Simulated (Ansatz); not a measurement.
`[CH3][Al]([OH])[SH]` + H₂ → `[CH3][AlH][SH]` + H₂O at 400 K and 1 bar (hydrogenolysis of the Al–O bond).

Computed with Ansatz on PBE0-D4/def2-TZVP structures; ΔE is electronic, products minus reactants. CBS: MP2 limit from def2 TZ/QZ plus the TZ coupled-cluster correction, frozen cores. This one scheme is used for every species. Each species was taken in one conformer, which may not be the lowest.

| species | CCSD(T)/CBS energy (Eh) | H − E (kJ/mol) | S (J/(mol·K)) |
| --- | --- | --- | --- |
| `[CH3][Al]([OH])[SH]` | -756.14636 | 188.3 | 387.7 |
| H₂ | -1.17544 | 38.0 | 139.0 |
| `[CH3][AlH][SH]` | -680.89694 | 163.7 | 347.3 |
| H₂O | -76.37941 | 69.8 | 198.6 |

H − E and S are ideal-gas, rigid-rotor, harmonic terms from PBE0-D4/def2-TZVP, for one conformer and one mirror image of each species. The MP2-based limit puts H₂ 0.8 mEh under its directly extrapolated value; such offsets cancel only in part. 1 Eh = 2625.50 kJ/mol, R = 8.31446 J/(mol·K).

Task: By hand: ΔE, ΔH, ΔS and ΔG.

Result: ΔE = (-680.89694) + (-76.37941) − (-756.14636) − (-1.17544) = 0.04545 Eh = 119.3 kJ/mol. Δ(H − E) = 163.7 + 69.8 − 188.3 − 38.0 = 7.2, so ΔH = 126.5 kJ/mol. ΔS = 347.3 + 198.6 − 387.7 − 139.0 = 19.2 J/(mol·K). ΔG = 126.5 − 400 × (19.2)/1000 = 118.8 kJ/mol.

Task: By hand: the equilibrium constant, and the temperature at which ΔG would vanish if ΔH and ΔS stayed fixed.

Result: log₁₀ K = −ΔG/(RT ln 10) = -15.5. ΔG = 0 at ΔH/ΔS = 6589 K, far beyond where these terms or the molecules hold.

ΔH outweighs TΔS. A doubt of 5 kJ/mol in ΔE shifts log₁₀ K by 0.7 here. Other conformers and mirror images would add mixing entropy, several J/(mol·K) or more a flexible species. Modes under 60 cm⁻¹, often nearly free rotors, make the harmonic entropy too high. These are equilibria of isolated gas molecules and say nothing of rates. Largest T1 diagnostic: 0.011 (customary marks: 0.02 for closed shells, 0.045 for open ones).
